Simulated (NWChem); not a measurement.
# CH$_{3}$FOTe; SMILES F[Te]OC

```xyz
7

Te     0.3144    -0.4756     0.0282
F     -1.5714    -0.9374    -0.0694
O      0.1573     1.3913    -0.5680
C     -0.3406     2.3558     0.3352
H      0.1985     2.3527     1.2990
H     -0.2043     3.3387    -0.1423
H     -1.4157     2.2095     0.5334
```
Atoms are numbered in this order, from 1.

All runs use the structure optimised with PBE0/def2-SVP. No frequency run checked for a minimum. B3LYP is NWChem's, with the RPA form of VWN correlation. def2 effective core potentials on Te; no spin-orbit coupling.

Question: List the 4 lowest vertical singlet excitations from B3LYP/def2-SVPD with def2 effective core potentials on Te, TDA (NWChem).

Answer: 
```json
[
 {"state": "S1", "energy (eV)": "2.56", "oscillator strength": "0.000", "leading excitation (squared amplitude)": "HOMO → LUMO (0.99)"},
 {"state": "S2", "energy (eV)": "3.42", "oscillator strength": "0.003", "leading excitation (squared amplitude)": "HOMO → LUMO+1 (0.99)"},
 {"state": "S3", "energy (eV)": "5.05", "oscillator strength": "0.008", "leading excitation (squared amplitude)": "HOMO−1 → LUMO (0.79)"},
 {"state": "S4", "energy (eV)": "5.41", "oscillator strength": "0.001", "leading excitation (squared amplitude)": "HOMO−1 → LUMO+1 (0.78)"}
]
```
